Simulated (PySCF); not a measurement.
**Electron correlation in Pt³⁺ (platinum, charge +3)**

[Xe] 4f14 5d7, high-spin 4F determinant. Calculation: PySCF 2.14, in def2-TZVPPD with the def2 core potential (60 electrons); a scalar-relativistic core potential. Frozen: 5s2 5p6; 7 electrons correlated.

```tsv
level	correlation energy (mhartree)
CCSD	-140.36
(T)	-2.88
CCSD(T)	-143.24
```

Diagnostics: T1 = 0.0018, D1 = 0.0034, largest double amplitude 0.029.

Spin-orbit coupling, absent here, splits the open shell strongly.

Cost of the coupled-cluster step: of the order of 4 core-seconds, for 7 correlated electrons.
